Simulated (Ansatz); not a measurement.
`[NH2][Y]([OH])[F]` + H–F → `[OH][Y]([F])[F]` + NH₃ at 500 K and 1 bar (ligand exchange at a Y–N bond).

Computed with Ansatz on PBE0-D4/def2-TZVP structures; ΔE is electronic, products minus reactants. CCSD(T)/CBS adds triple-zeta CCSD(T) − MP2 to the extrapolated MP2 energy (def2 sets, frozen cores). This one scheme is used for every species. def2 core potentials past Kr. For Y outer-core shells are correlated without core-valence functions, which leaves a few kJ/mol of doubt a bond. One conformer a species, not always the lowest.

```
            species  CCSD(T)/CBS energy (Eh)  H − E (kJ/mol)  S (J/(mol·K))
`[NH2][Y]([OH])[F]`               -269.91757           143.9          409.0
                H–F               -100.39570            39.4          188.7
  `[OH][Y]([F])[F]`               -313.85352            77.6          382.3
                NH₃                -56.50880           108.2          211.8
```

H − E and S are ideal-gas, rigid-rotor, harmonic terms from PBE0-D4/def2-TZVP, for one conformer and one mirror image of each species. 1 Eh = 2625.50 kJ/mol, R = 8.31446 J/(mol·K).

Question: By hand: ΔE, ΔH, ΔS and ΔG.

Answer: ΔE = (-313.85352) + (-56.50880) − (-269.91757) − (-100.39570) = -0.04905 Eh = -128.8 kJ/mol. Δ(H − E) = 77.6 + 108.2 − 143.9 − 39.4 = 2.5, so ΔH = -126.3 kJ/mol. ΔS = 382.3 + 211.8 − 409.0 − 188.7 = -3.6 J/(mol·K). ΔG = -126.3 − 500 × (-3.6)/1000 = -124.5 kJ/mol.

Question: By hand: the equilibrium constant, and the temperature at which ΔG would vanish if ΔH and ΔS stayed fixed.

Answer: log₁₀ K = −ΔG/(RT ln 10) = 13.0. ΔG = 0 at ΔH/ΔS = 35083 K, far beyond where these terms or the molecules hold.

The number of gas molecules stays the same, so ΔS is small and ΔH decides. A doubt of 5 kJ/mol in ΔE shifts log₁₀ K by 0.5 here. Other conformers and mirror images would add mixing entropy, several J/(mol·K) or more a flexible species. Modes under 60 cm⁻¹, often nearly free rotors, make the harmonic entropy too high. These are equilibria of isolated gas molecules and say nothing of rates. Largest T1 diagnostic: 0.015 (customary marks: 0.02 for closed shells, 0.045 for open ones).
